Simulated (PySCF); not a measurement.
**Polarisability and C₆ of Tl⁺ (thallium, charge +1)**

[Xe] 4f14 5d10 6s2, closed-shell 1S. All numbers are calculated (PySCF 2.14, scalar relativity by spin-free X2C-1e, in aug-cc-pwCVTZ-DK3). Coupled (time-dependent) response in atomic units; α is the mean over directions.

```csv
method,mean α (bohr³),C₆ (like pair),S(−4)
B3LYP,20.30,162.8,123.0
```

S(−4) is the Cauchy moment in α(ω) = α(0) + S(−4) ω² + …

α(iu) at B3LYP:

```json
{"u (hartree)": "0", "α(iu) (bohr³)": "20.30"}
{"u (hartree)": "0.0500", "α(iu) (bohr³)": "20.00"}
{"u (hartree)": "0.100", "α(iu) (bohr³)": "19.17"}
{"u (hartree)": "0.200", "α(iu) (bohr³)": "16.61"}
{"u (hartree)": "0.300", "α(iu) (bohr³)": "13.91"}
{"u (hartree)": "0.500", "α(iu) (bohr³)": "9.900"}
{"u (hartree)": "0.750", "α(iu) (bohr³)": "7.033"}
{"u (hartree)": "1.00", "α(iu) (bohr³)": "5.364"}
{"u (hartree)": "1.50", "α(iu) (bohr³)": "3.507"}
{"u (hartree)": "2.00", "α(iu) (bohr³)": "2.497"}
{"u (hartree)": "3.00", "α(iu) (bohr³)": "1.452"}
{"u (hartree)": "5.00", "α(iu) (bohr³)": "0.6620"}
```

For an ion, C₆ is the dispersion term alone; charge-induced terms of lower order in 1/R come first.

Spin-orbit coupling, which splits the p, d and f shells strongly at this Z, is absent.
